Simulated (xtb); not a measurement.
SiHCl₃, SMILES Cl[SiH](Cl)Cl. All values are semi-empirical tight-binding results from xtb (GFN2-xTB unless named), good for trends rather than for accurate numbers. Coordinates come from a GFN2-xTB optimisation. The isomer is the one that the SMILES or the coordinates give; other isomers of the formula were not compared.

| Property | Value |
|---|---|
| point group as xtb finds it | C3v |
| orbital gap | 6.66 eV |
| dipole moment | 1.24 D |
| zero-point energy | 7.9 kcal/mol |
| G − E(el) at 298.15 K (modified RRHO) | -10.9 kcal/mol |
| static polarisability (D4 model) | 71.1 bohr³ |
| solvation energy, GFN2-xTB/ALPB(water) | -0.6 kcal/mol |
| solvation energy, GFN2-xTB/ALPB(chcl3) | -3.9 kcal/mol |
